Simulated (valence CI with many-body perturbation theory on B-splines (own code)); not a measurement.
From CI to CI+MBPT in Pt VIII

Computed by valence CI with perturbative core correlation (CI+MBPT): three valence electrons over a frozen Dirac-Fock core [Xe] 4f14, a basis of 9 s, 9 p, 10 d, 8 f, 5 g, 3 h, 1 i functions for each j, with the one-electron correlation potential Σ1 (screened to all orders), the two-electron term Σ2, the three-electron term Σ3, Breit, model QED; selected single and double excitations, second order for the rest, scaled by the run's own slope (own B-spline code, finite nucleus).

No measured spectrum was set against this ion. As an estimate, terms of the open shell hold to 2 to 4 % of their energy, and close levels can change places; different configurations can be misplaced against each other by 1,000 to 8,000 cm⁻¹. Core correlation moves these levels by up to 16000 cm⁻¹, and in measured spectra 5 to 20 % of such shifts remained as error; rates that hang on mixing are uncertain with them. The list stops below the first excitations out of the core.

Each rung adds one term. CI alone is the Dirac-Coulomb CI over the frozen core; QED comes last and gives the full result, which names the levels. Energies are above (5d3/2^3) J=3/2 on the same rung, in eV.

Levels are named by their leading jj configuration (3d3/2^4 stands for four electrons in 3d with j = 3/2), which in mixed levels can hold well under half, so a name can repeat and another be missing. Letters in brackets count levels of one name in rising energy.

```
                    Level  CI alone
    (5d3/2^2 5d5/2) J=5/2     1.162
    (5d3/2^2 5d5/2) J=7/2     2.002
    (5d3/2^2 5d5/2) J=3/2     2.301
    (5d3/2^2 5d5/2) J=9/2     2.483
    (5d3/2^2 5d5/2) J=1/2     2.716
(5d3/2 5d5/2^2) J=7/2 [a]     3.813
    (5d3/2 5d5/2^2) J=9/2     4.026
(5d3/2 5d5/2^2) J=5/2 [a]     4.077
(5d3/2 5d5/2^2) J=3/2 [a]     4.566
    (5d3/2 5d5/2^2) J=1/2     4.743
   (5d3/2 5d5/2^2) J=11/2     5.308
(5d3/2 5d5/2^2) J=5/2 [b]     5.632
(5d3/2 5d5/2^2) J=5/2 [c]     6.338
          (5d5/2^3) J=9/2     6.208
(5d3/2 5d5/2^2) J=7/2 [b]     6.545
          (5d5/2^3) J=3/2     6.578
```

Task: What do these energies become with core correlation, Breit and QED?

Result: (5d3/2^2 5d5/2) J=5/2 1.247 (+0.0849); (5d3/2^2 5d5/2) J=7/2 2.107 (+0.1048); (5d3/2^2 5d5/2) J=3/2 2.388 (+0.0864); (5d3/2^2 5d5/2) J=9/2 2.543 (+0.0606); (5d3/2^2 5d5/2) J=1/2 2.795 (+0.0786); (5d3/2 5d5/2^2) J=7/2 [a] 3.935 (+0.1214); (5d3/2 5d5/2^2) J=9/2 4.126 (+0.0997); (5d3/2 5d5/2^2) J=5/2 [a] 4.211 (+0.1341); (5d3/2 5d5/2^2) J=3/2 [a] 4.798 (+0.2323); (5d3/2 5d5/2^2) J=1/2 5.019 (+0.2757); (5d3/2 5d5/2^2) J=11/2 5.349 (+0.0414); (5d3/2 5d5/2^2) J=5/2 [b] 5.843 (+0.2101); (5d3/2 5d5/2^2) J=5/2 [c] 6.380 (+0.0423); (5d5/2^3) J=9/2 6.442 (+0.2333); (5d3/2 5d5/2^2) J=7/2 [b] 6.609 (+0.0640); (5d5/2^3) J=3/2 7.029 (+0.4514).

Task: How does the ionisation energy move along the ladder, and which term matters most?

Result: CI alone 107.10, + Σ1 108.78, + Σ2 109.64, + Σ3 109.64, + Breit 109.61, + QED 109.63 eV. The largest step is Σ1, 1.68 eV. NIST lists 109 ± 2.1 eV (theoretical).
